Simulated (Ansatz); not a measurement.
H5N2OY, SMILES `[NH2][Y]([NH2])[OH]`, charge 0, multiplicity 1.

(1) Give a relaxed structure at PBE0-D4/def2-TZVP (Ansatz 0.2.0). (Estimate.)

Answers

(1) Ansatz gave: 
Cartesian coordinates in Å:
```
N -0.0443 -1.7624 -0.9579
Y -0.0552 0.2550 -0.1981
N 0.3049 0.5396 1.9081
O -0.3920 1.8343 -1.4247
H -0.1947 -2.0629 -1.9136
H 0.1149 -2.6086 -0.4225
H 0.4828 -0.1854 2.5941
H 0.3337 1.4156 2.4162
H -0.5501 2.5747 -2.0017
```
Point group C2v.
This is one stationary point; other conformers may exist.
